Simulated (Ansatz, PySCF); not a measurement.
Hf(OH)(NH2)3 (H7HfN3O), SMILES [Hf]([NH2])([NH2])([OH])[NH2], multiplicity 1. Atoms are numbered in the order given.

```xyz
12

Hf    -0.0246     0.0849    -0.0388
O      1.3324     0.8390    -1.2115
H      2.0012     1.2094    -1.7856
N      0.7973    -0.9313     1.5432
H      0.5187    -0.8526     2.5200
H      1.6343    -1.5131     1.5080
N     -1.2443    -1.2416    -1.0205
H     -1.5780    -1.1471    -1.9798
H     -1.5244    -2.1626    -0.6871
N     -1.2465     1.5274     0.7594
H     -0.9536     2.4552     1.0657
H     -2.2635     1.4940     0.8101
```

Coordinates come from a r2SCAN-D4/def2-SVP optimisation. The multiplicity is an assumed one; no other spin state was optimised. The structure was generated by enumeration; whether it is a known compound was not checked. The def2 effective core potentials stand for the cores of Hf; spin–orbit coupling is left out. Other conformers were not sampled.

Two levels are set side by side: PBE-D3(BJ)/def2-SVP (Ansatz, an electronic-structure program) and r2SCAN-D4/def2-SVP (Ansatz). Each level has its own optimised geometry; the coordinates shown are those of the second. Frequencies come from the Hessian of PySCF at each geometry. Differences are taken from unrounded values.

| quantity | r2SCAN-D4 |
|---|---|
| mean bond length (Å) | 1.379 |
| bond Hf1–O2 (Å) | 1.946 |
| bond Hf1–N4 (Å) | 2.052 |
| bond Hf1–N7 (Å) | 2.052 |
| bond Hf1–N10 (Å) | 2.052 |
| bond O2–H3 (Å) | 0.956 |
| bond N4–H5 (Å) | 1.019 |
| bond N4–H6 (Å) | 1.020 |
| bond N7–H8 (Å) | 1.020 |
| bond N7–H9 (Å) | 1.019 |
| bond N10–H11 (Å) | 1.020 |
| bond N10–H12 (Å) | 1.019 |
| highest harmonic wavenumber (cm⁻¹) | 4006 |
| mean harmonic wavenumber (cm⁻¹) | 1246 |
| zero-point energy (kcal/mol) | 53.44 |

What does PBE-D3(BJ) give, and how far is it from r2SCAN-D4? (The exact figures need the calculation; the answer reports its results.)


```json
[
 {"quantity": "mean bond length (Å)", "PBE-D3(BJ)": "1.386", "PBE-D3(BJ) minus r2SCAN-D4": "0.006"},
 {"quantity": "bond Hf1–O2 (Å)", "PBE-D3(BJ)": "1.951", "PBE-D3(BJ) minus r2SCAN-D4": "0.005"},
 {"quantity": "bond Hf1–N4 (Å)", "PBE-D3(BJ)": "2.056", "PBE-D3(BJ) minus r2SCAN-D4": "0.004"},
 {"quantity": "bond Hf1–N7 (Å)", "PBE-D3(BJ)": "2.056", "PBE-D3(BJ) minus r2SCAN-D4": "0.004"},
 {"quantity": "bond Hf1–N10 (Å)", "PBE-D3(BJ)": "2.056", "PBE-D3(BJ) minus r2SCAN-D4": "0.004"},
 {"quantity": "bond O2–H3 (Å)", "PBE-D3(BJ)": "0.964", "PBE-D3(BJ) minus r2SCAN-D4": "0.007"},
 {"quantity": "bond N4–H5 (Å)", "PBE-D3(BJ)": "1.026", "PBE-D3(BJ) minus r2SCAN-D4": "0.007"},
 {"quantity": "bond N4–H6 (Å)", "PBE-D3(BJ)": "1.027", "PBE-D3(BJ) minus r2SCAN-D4": "0.007"},
 {"quantity": "bond N7–H8 (Å)", "PBE-D3(BJ)": "1.027", "PBE-D3(BJ) minus r2SCAN-D4": "0.007"},
 {"quantity": "bond N7–H9 (Å)", "PBE-D3(BJ)": "1.026", "PBE-D3(BJ) minus r2SCAN-D4": "0.007"},
 {"quantity": "bond N10–H11 (Å)", "PBE-D3(BJ)": "1.027", "PBE-D3(BJ) minus r2SCAN-D4": "0.007"},
 {"quantity": "bond N10–H12 (Å)", "PBE-D3(BJ)": "1.026", "PBE-D3(BJ) minus r2SCAN-D4": "0.007"},
 {"quantity": "highest harmonic wavenumber (cm⁻¹)", "PBE-D3(BJ)": "3902", "PBE-D3(BJ) minus r2SCAN-D4": "-104"},
 {"quantity": "mean harmonic wavenumber (cm⁻¹)", "PBE-D3(BJ)": "1215", "PBE-D3(BJ) minus r2SCAN-D4": "-31"},
 {"quantity": "zero-point energy (kcal/mol)", "PBE-D3(BJ)": "52.12", "PBE-D3(BJ) minus r2SCAN-D4": "-1.31"}
]
```
